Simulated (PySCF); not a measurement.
Calculation: B3LYP-D3(BJ)/def2-TZVP in PySCF 2.14.0. All species are isolated molecules in the gas phase. One relaxed conformer stands for a flexible species; it need not be the lowest. B3LYP has the VWN-RPA correlation part, as in Gaussian. Delta-SCF ions had no search for a lower state. Excitations are Tamm–Dancoff values on a coarser integration grid. The basis has no diffuse functions, so Rydberg states are missing or too high.

Reference species (SMILES): `CN(C)C=O` (C–N–C–O torsion 0°) (neutral, multiplicity 1).

- vertical ionisation energy (Delta-SCF) = 9.25 eV
- S1 excitation (TDA) = 5.72 eV
- T1 excitation (TDA) = 4.98 eV

After one change: the vertical ionisation energy (Delta-SCF) increases by 0.70 eV; the S1 excitation (TDA) falls by 2.51 eV; the T1 excitation (TDA) falls by 2.33 eV.

Which change was made? The new species is one of these.
A. `C[S@](=O)C=O` (O–S–C–O torsion 170°)
B. `NC(=O)C=O` (O–C–C–O torsion 180°)
C. `[C-]#[N+]C=O`
D. `COC=O` (C–O–C–O torsion 0°)

B, `NC(=O)C=O` (O–C–C–O torsion 180°)
